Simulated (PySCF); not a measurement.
BeCl2, triplet, at a GFN2-xTB geometry (such geometries of metal compounds can be far from the true shape) (a higher spin typed on purpose: for a closed-shell molecule this is an excited state). Base run: PySCF with HF/6-311G**.

PySCF was given this input:
```python
from pyscf import gto, scf

mol = gto.M(
    atom='''
Be    0.85852233   -0.70764012    0.71422992
Cl    0.82809637    0.31174954   -0.97443787
Cl   -1.03010162   -0.14524598    0.80638377
''',
    basis='6-311g**',
    spin=2,
    verbose=4,
)

mf = scf.UHF(mol)
mf.kernel()
mo_i, mo_e, stable_i, stable_e = mf.stability(internal=True, external=True, return_status=True, nroots=6, tol=1e-6)
print('internally stable:', stable_i, ' externally stable:', stable_e)
if not stable_i:
    umf = mf.copy()
    umf.scf_summary = {}
    umf.kernel(umf.make_rdm1(mo_i, mf.mo_occ))
```

The bond that is stretched is that between atoms 3 and 1. A test that says stable can miss a lower solution.

Each row names what was changed in the base input (with any setting that the change needs).

```csv
change,ΔE vs base (eV),<S^2>,stability test says,outcome
base,0.00,2.018,stable,converged
bond × 1.25,-0.07,2.009,stable,converged
bond × 1.5,-0.18,2.007,external instability,converged
bond × 1.8,-0.25,2.006,external instability,converged
bond × 2.2,-0.26,2.006,external instability,converged
bond × 3.0,-,-,-,not converged
```

On stretching, the SCF can end on different states; <S^2> shows the spin contamination of each.
